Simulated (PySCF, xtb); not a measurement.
H₃OSi, SMILES [OH+]=[SiH2], charge +1.

GFN2-xTB (xtb 6.7.1) at its own geometry gives an orbital gap of 4.52 eV.

The structure is a stationary point at r2SCAN-D4/def2-TZVP. The isomer is the one that the SMILES or the coordinates give; other isomers of the formula were not compared.

**Question.** What does M06-2X/def2-TZVPD run with PySCF give? (Estimate from the structure and the level; the computed values follow.)

**Answer.** gap 10.22 eV (levels -18.16 and -7.94 eV).
